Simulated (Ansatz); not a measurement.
CH6BGeNSi (`B[SiH]([GeH3])C#N`), relaxed with RKS PBE0-D4/def2-TZVP in Ansatz from a PBE-D4/def2-SVP geometry. The force threshold is 0.005 eV/Å; the program also tests the step.

Total charge 0; spin multiplicity 1.

Start:

```xyz
11

B     1.769    0.043   -0.914
Si   -0.217    0.005   -0.827
Ge   -0.657    0.725    1.444
C    -0.967   -1.696   -0.949
N    -1.428   -2.776   -1.002
H     2.330    1.101   -1.121
H     2.427   -0.938   -0.635
H    -0.981    0.903   -1.758
H    -0.114    2.162    1.649
H     0.029   -0.237    2.444
H    -2.190    0.708    1.669
```

| step | energy (eV) | largest force (eV/Å) | largest move (Å) |
| --- | --- | --- | --- |
| 1 | -67682.4388 | 2.472 | 0.000 |
| 2 | -67682.4914 | 0.172 | 0.045 |
| 3 | -67682.4921 | 0.197 | 0.029 |
| 4 | -67682.4944 | 0.054 | 0.017 |
| 5 | -67682.4946 | 0.019 | 0.006 |
| 6 | -67682.4949 | 0.048 | 0.021 |
| 7 | -67682.4950 | 0.045 | 0.017 |
| 8 | -67682.4951 | 0.017 | 0.018 |
| 9 | -67682.4951 | 0.018 | 0.010 |
| 10 | -67682.4952 | 0.007 | 0.005 |
| 11 (rejected) | -67682.4952 | 0.021 | 0.006 |
| 12 | -67682.4952 | 0.004 | 0.003 |
| 13 | -67682.4952 | 0.004 | 0.008 |

End:

```xyz
11

B     1.779    0.019   -0.942
Si   -0.203    0.019   -0.771
Ge   -0.694    0.733    1.466
C    -0.936   -1.673   -0.933
N    -1.383   -2.733   -1.009
H     2.344    1.051   -1.146
H     2.421   -0.967   -0.749
H    -0.932    0.888   -1.728
H    -0.177    2.166    1.661
H    -0.005   -0.199    2.472
H    -2.213    0.696    1.679
```

It took 38 s on 4 threads of an Intel Xeon 6975P-C on a shared host, with 0.67 GiB of host memory at the peak.
